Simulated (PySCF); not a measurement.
## Energy of Nb²⁺ (niobium, charge +2) between two integer charges

The 4d alpha orbital of [Kr] 4d3 is emptied in steps (occupation f), with all orbitals relaxed, ending at [Kr] 4d2. All numbers are calculated (PySCF 2.14, scalar relativity through the core potential, in aug-cc-pVDZ-PP with ECP28MDF (5s5p4d2f, 54 functions)). The exact energy is a straight line in f; departures are measured from the line between the end points of the same method.

**Question.** Among UHF, LDA, PBE, which shows the largest delocalisation error (convex curve), and which is closest to linear?

**Answer.** Most convex: LDA (-1.408 eV at f = 0.5); closest to linear: UHF (0.185 eV).

```csv
f,UHF (eV),LDA (eV),PBE (eV)
1,0.000,0.000,0.000
0.75,0.142,-1.048,-1.031
0.5,0.185,-1.408,-1.384
0.25,0.135,-1.063,-1.044
0,0.000,0.000,0.000
```

| method | E(f=0) − E(f=1) (eV) | −ε at f=1 (eV) | −ε at f=0.5 (eV) |
| --- | --- | --- | --- |
| UHF | 24.553 | 25.333 | 24.533 |
| LDA | 25.640 | 20.099 | 25.599 |
| PBE | 25.580 | 20.120 | 25.545 |

Reference removal energy between the ground levels: 25.04 eV (semi-empirical (NIST evaluation); NIST Atomic Spectra Database, ionization energies). The calculation has no spin-orbit coupling. The determinant left behind need not be the lowest term of the ion. UHF lacks correlation.
